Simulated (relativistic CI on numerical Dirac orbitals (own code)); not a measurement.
## Ligand-field terms of d2

Computed with a parametric ligand-field model of a d^n configuration (Racah B and C, spin-orbit zeta, crystal field), exact diagonalisation.

Field parameters in Wybourne normalisation: Oh B⁴₀ = 21Dq, B⁴₄ = √(5/14) B⁴₀. The field is a parameter set, without covalency, and values of 10Dq over about 45,000 cm⁻¹ lie beyond real compounds.

B = 1040 cm⁻¹, C = 4560 cm⁻¹ (C/B = 4.38), Oh, no spin-orbit coupling. Tanabe-Sugano data, E/B above the lowest term (Δ = |10Dq|; b, c mark the second and third term of a kind):

```tsv
Δ/B	3T1	3T2	3A2	1T2	1E	1A1
1.0	0.00	0.81	1.81	14.12	14.58	21.75
3.0	0.00	2.49	5.49	14.65	15.48	23.58
5.0	0.00	4.22	9.22	14.99	15.81	25.21
7.0	0.00	6.00	13.00	15.19	15.90	26.63
9.0	0.00	7.82	16.82	15.29	15.91	27.86
11.0	0.00	9.66	20.66	15.35	15.87	28.91
13.0	0.00	11.53	24.53	15.37	15.83	29.80
15.0	0.00	13.42	28.42	15.38	15.78	30.55
17.0	0.00	15.32	32.32	15.37	15.73	31.19
19.0	0.00	17.23	36.23	15.36	15.68	31.73
21.0	0.00	19.16	40.16	15.34	15.63	32.19
23.0	0.00	21.09	44.09	15.32	15.59	32.58
25.0	0.00	23.03	48.03	15.31	15.55	32.92
27.0	0.00	24.97	51.97	15.29	15.52	33.22
29.0	0.00	26.92	55.92	15.27	15.48	33.48
31.0	0.00	28.88	59.88	15.26	15.45	33.71
33.0	0.00	30.84	63.84	15.24	15.43	33.91
35.0	0.00	32.80	67.80	15.22	15.40	34.09
37.0	0.00	34.77	71.77	15.21	15.37	34.25
39.0	0.00	36.74	75.74	15.19	15.35	34.40
41.0	0.00	38.71	79.71	15.18	15.33	34.53
43.0	0.00	40.68	83.68	15.17	15.31	34.64
45.0	0.00	42.66	87.66	15.16	15.29	34.75
47.0	0.00	44.64	91.64	15.15	15.28	34.85
```

The ground term stays 3T1.
